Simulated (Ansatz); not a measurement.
Energy needed to pull apart Si2H3OF (SMILES F[Si]O[SiH3]), singlet, into free ground-state atoms, from the structure below (displaced at random from its PBE0-D4/def2-TZVP minimum); no zero-point or spin–orbit terms; open-shell atoms are treated unrestricted, in their ground-state multiplicity.

F1  (0.654, -1.873, 1.766)
Si2  (-0.378, -2.154, 0.353)
O3  (-0.560, -0.891, -0.333)
Si4  (0.025, 0.915, -0.423)
H5  (-0.502, 1.268, -1.512)
H6  (-0.586, 1.632, 0.768)
H7  (1.429, 1.066, -0.721)
(Å)

Program: Ansatz 0.2.0. Basis: def2-TZVPP. Cores are frozen in the correlated methods.

| method | atomization energy (kJ/mol) |
| --- | --- |
| PBE-D4 | ? |
| r2SCAN-D4 | 2344 |
| PBE0-D4 | 2299 |
| wB97M-V | 2375 |
| HF | 1666 |
| MP2 | 2344 |
| CCSD | ? |
| CCSD(T) | 2284 |

Q: What does CCSD give? (To be estimated.)

A: Computed: 2247 kJ/mol, which is about 38 kJ/mol less than CCSD(T)/def2-TZVPP.

Q: What does PBE-D4 give? (To be estimated.)

A: The calculation gives: 2359 kJ/mol, which is about 75 kJ/mol more than CCSD(T)/def2-TZVPP.

In triple zeta the MP2 and coupled-cluster atomization energies are still short of their basis limit by a few kcal/mol a bond, whereas those of the functionals are nearly converged, so these differences are not deviations from converged CCSD(T).

No T1 diagnostic of these runs exceeds 0.016.

For scale, one of the runs: CCSD(T)/def2-TZVPP forces, 188 basis functions (an equivalent command: `ansatz run in.yaml --threads 4`). Time: 2.8 min of wall clock on 4 CPU threads; the host was shared. Peak host memory: 3.7 GiB.
